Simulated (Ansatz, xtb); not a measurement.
Two isomers of C4H8Br2

We compare I, `C[C@H](Br)[C@H](C)Br`, a singlet, with II, `CC(C)(Br)CBr`, a singlet. Both are isolated molecules in the gas phase, relaxed with PBE-D3(BJ)/def2-SVP; each stands in its lowest conformer found.

Energies in hartree; the thermal terms are from GFN2-xTB frequencies at re-optimised GFN2-xTB minima (ideal gas, soft modes damped towards free rotors, one conformer each, 298.15 K, 1 atm) and include the zero-point energy:

|  | I | II |
| --- | --- | --- |
| E, CCSD(T)/def2-SVP | −5301.348056 | −5301.349658 |
| E, MP2/def2-SVP | −5301.267020 | −5301.268900 |
| E, MP2/def2-TZVPP | −5302.284883 | −5302.286751 |
| zero-point energy | 0.110715 | 0.110247 |
| H(298 K) − E | 0.119735 | 0.119328 |
| G(298 K) − E | 0.076824 | 0.075783 |

Correct the CCSD(T) difference for the basis set by the MP2 change, then work out ΔE, ΔE₀, ΔH and ΔG for I → II in kJ/mol (1 Eh = 2625.50 kJ/mol) and the equilibrium ratio [II]/[I].

1. Differences II − I: CCSD(T) −0.001602, MP2 in the small set −0.001880, MP2 in the large set −0.001868 Eh.
2. ΔE = −0.001602 + (−0.001868 − (−0.001880)) = −0.001590 Eh = −4.17 kJ/mol.
3. ΔE₀ = ΔE + ΔZPE = −0.001590 + (−0.000468) Eh = −5.40 kJ/mol.
4. ΔH = ΔE + (−0.000407) Eh = −5.24 kJ/mol.
5. ΔG = ΔE + (−0.001041) Eh = −6.91 kJ/mol, so ΔS = (ΔH − ΔG)/T = +5.6 J/(mol K).
6. kT = 0.9442 mEh, so K = [II]/[I] = exp(−ΔG/kT) = exp(+2.79) ≈ 16.

Structure II is favoured at this temperature. An error of 4 kJ/mol in ΔG would change K by a factor of 5. Mirror images and further conformers aren't counted.

As drawn, both hold the same kinds of bond in the same numbers.

Other levels gave ΔE = −6.1 (GFN2-xTB); −0.5 (HF/STO-3G, GFN2-xTB geometries); −2.2 (r2SCAN-D4/def2-SVP, GFN2-xTB geometries); −0.7 (PBE-D3(BJ)/def2-SVP); −0.7 (HF/def2-SVP); −4.9 (MP2/def2-SVP); −4.2 (CCSD(T)/def2-SVP) kJ/mol. The correlated steps freeze 22 core orbitals; the filled d shell of Br is correlated, in a basis made for valence electrons. Programs: Ansatz 0.2.0, xtb 6.7.1.
